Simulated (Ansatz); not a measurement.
Reactions of `FC(Br)(I)I`.

Gas-phase electronic energies from Ansatz, PBE0-D4/def2-TZVP geometries. CCSD(T)/CBS is the MP2 limit (def2-TZVPP, def2-QZVPP) plus CCSD(T) − MP2 in def2-TZVPP, frozen cores. This one scheme is used for every species, atoms too. DFT in def2-TZVPP. Open shells (•) are unrestricted, without spin–orbit coupling. Spin–orbit coupling would lower the free atoms: a little for C, F; clearly for Br; strongly for I. Elements past krypton have def2 core potentials. For Br, I outer-core shells are correlated without core-valence functions, so the limit isn't a true one: a few kJ/mol of doubt a bond, and 10 to 20 or more in all where bonds break to atoms. Scalar relativity is left out up to krypton.

| reaction | CCSD(T)/CBS(def2) (kJ/mol) |
| --- | --- |
| `FC(Br)(I)I` → Br• + C• + F• + 2 I• | 1233 |
| `FC(Br)(I)I` + H₂ → `BrC(I)I` + H–F | -126 |
| `FC(Br)(I)I` + HCl → `FC(Cl)(I)I` + HBr | ? |
| `FC(Br)(I)I` + HCl → `FC(Cl)(Br)I` + HI | 15 |
| `FC(Br)(I)I` + H–F → `FC(F)(Br)I` + HI | 3 |

Task: Fill in the missing values. (Estimate.)

Result: The calculation gave: `FC(Br)(I)I` + HCl → `FC(Cl)(I)I` + HBr: +4.1 kJ/mol.

Largest T1 diagnostic: 0.010, for `FC(Cl)(I)I`.
